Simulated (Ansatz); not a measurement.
One change: `C=N[SiH2][TeH]` becomes `C=N[SiH2]N`.

Ansatz, PBE0-D4/def2-TZVP geometries, multiplicity 1. Each molecule was computed in one conformer, which needn't be the lowest.

Elements past krypton have def2 core potentials.

```csv
property,`C=N[SiH2][TeH]`
LUMO energy (PBE/def2-TZVPP) / eV,-2.27
HOMO energy (PBE/def2-TZVPP) / eV,-5.58
HOMO–LUMO gap (PBE0/def2-TZVPP) / eV,5.48
LUMO energy (PBE0/def2-TZVPP) / eV,-1.14
HOMO–LUMO gap (B3LYP/def2-TZVPP) / eV,5.00
HOMO energy (ωB97M-V/def2-TZVPP) / eV,-8.70
```

Task: Give the same properties after the change, and the shifts. (Best estimate.)

Result: Computed: 
```json
{"property": "LUMO energy (PBE/def2-TZVPP) / eV", "`C=N[SiH2]N`": "-1.92", "shift": "0.35"}
{"property": "HOMO energy (PBE/def2-TZVPP) / eV", "`C=N[SiH2]N`": "-5.56", "shift": "0.02"}
{"property": "HOMO–LUMO gap (PBE0/def2-TZVPP) / eV", "`C=N[SiH2]N`": "6.16", "shift": "0.68"}
{"property": "LUMO energy (PBE0/def2-TZVPP) / eV", "`C=N[SiH2]N`": "-0.80", "shift": "0.34"}
{"property": "HOMO–LUMO gap (B3LYP/def2-TZVPP) / eV", "`C=N[SiH2]N`": "5.70", "shift": "0.70"}
{"property": "HOMO energy (ωB97M-V/def2-TZVPP) / eV", "`C=N[SiH2]N`": "-9.29", "shift": "-0.59"}
```

With PBE0 the HOMO falls by 0.33 eV and the LUMO rises by 0.34 eV, so the gap widens by about 0.67 eV. PBE moves the HOMO by 0.02 eV and ωB97M-V by -0.59 eV.

B3LYP here is the variant with VWN-RPA as its local correlation; programs differ in this.

Spin–orbit coupling is left out; it splits and shifts lone-pair levels of the heavy atoms by tenths of an eV.
